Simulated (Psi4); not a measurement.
A dimer, C2H6 ··· Li+ (SMILES CC and [Li+]) (charge +1); the first 8 atoms form monomer A.

```
9

C      0.7612     0.0529    -0.0087
C     -0.7612    -0.0529     0.0087
H      1.1501     0.0150    -1.0282
H      1.0992     0.9900     0.4382
H      1.2223    -0.7638     0.5503
H     -1.0991    -0.9902    -0.4378
H     -1.2223     0.7636    -0.5506
H     -1.1501    -0.0146     1.0282
Li     0.4499    -2.1090    -1.0614
```

Q: What interaction energy does Psi4 with SAPT0/jun-cc-pVDZ, all electrons correlated give, and which attractive term is the largest?

A: Total -46.58 kJ/mol: electrostatics -1.68, exchange 12.93, induction -57.37, dispersion -0.46. The most attractive term is induction.
